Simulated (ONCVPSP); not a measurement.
beryllium: one change to an ONCV potential, before and after

ONCVPSP 4.0.1 input, shortened (lines: element, Z, core and valence counts, functional; n l f; lmax; l rc ep ncon nbas qcut; lloc lpopt rc5 dvloc0; l nproj debl; icmod fcfact rcfact), PBE, scalar-relativistic:

```
  Be 4.00    0    2        4      upf
    1    0    2.00
    2    0    1.00
    1
    0    0.90    0.00    4    7   11.40
    1    0.85    0.05    4    7   10.40
    4    5    0.55    0.00
    0    2    3.60
    1    2    2.10
    0    0.00    0.00
```

Change: all radii scaled by about 0.80 (s 0.72, p 0.68 bohr); local potential polynomial inside 0.44 bohr (lpopt 5, dvloc0 0 Ha).

Cutoffs: the cutoffs (Ha) at which the residual kinetic energy of the hardest occupied pseudo-wave falls to 1 and 0.1 mHa per electron; they do not see the model core or the augmentation charge, which bear on the density cutoff. Errors are all-electron minus pseudo energies relative to the spin-unpolarised reference configuration.

Task: How do hardness, ghosts and transferability respond?

Result: The potential gets harder (59 Ha and 114 Ha → 192 Ha and 245 Ha); the errors of the 4 common tests hardly move; neither file shows a bound ghost. A smaller radius makes the pseudo-wave follow the all-electron one further in, where it bends more sharply, so more plane waves are needed.

```tsv
quantity	base	changed
cutoff, loose	59 Ha	192 Ha
cutoff, tight	114 Ha	245 Ha
bound ghosts	none	none
GHOST(+) flags under 300 eV	none	none
error for 1s2 2s2, meV [ΔE -9.55 eV]	+0.6	+0.4
error for 1s2 2s0, meV [ΔE 17.95 eV]	+2.2	+1.9
error for 1s2 2s1.5, meV [ΔE -5.79 eV]	+0.2	+0.1
error for 1s2 2s1 2p1, meV [ΔE -5.94 eV]	-0.3	-0.1
```
